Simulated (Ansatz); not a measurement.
**Telling isomers of B2F4H2 apart by their spectra**

These gas-phase data were calculated for one isomer of B2F4H2 at PBE0-D4/def2-SVP (harmonic, unscaled wavenumbers; equilibrium rotational constants with average atomic masses):

- rotational constants: 6.508, 2.714, 2.594 GHz
- all wavenumbers above 1500 cm⁻¹: 2738, 2727

Candidates:

(1) `F[B@H-]1[F+][B@H-](F)[F+]1`, a singlet
(2) `F[B@H-]1[F+][B@@H-](F)[F+]1`, a singlet
(3) `F[B-]1(F)[F+][BH2-][F+]1`, a singlet

Assign the data to one candidate and say why. Where the bands don't settle it, estimate the moments of inertia from typical bond lengths.

Candidate (2). The rotational constants decide: (1) would give 8.86, 2.503, 2.186 GHz; (3) would give 5.289, 3.301, 3.117 GHz.

The same quantities for all candidates:

```tsv
	rotational constants (GHz)	wavenumbers above 1500 cm⁻¹	E above the lowest, PBE0-D4/def2-SVP (kcal/mol)
(1)	8.86, 2.503, 2.186	2737, 2736	0.0
(2)	6.508, 2.714, 2.594	2738, 2727	0.1
(3)	5.289, 3.301, 3.117	2774, 2643	1.5
```

Harmonic stretches to hydrogen usually lie a few per cent above observed fundamentals. Programs: Ansatz 0.2.0.
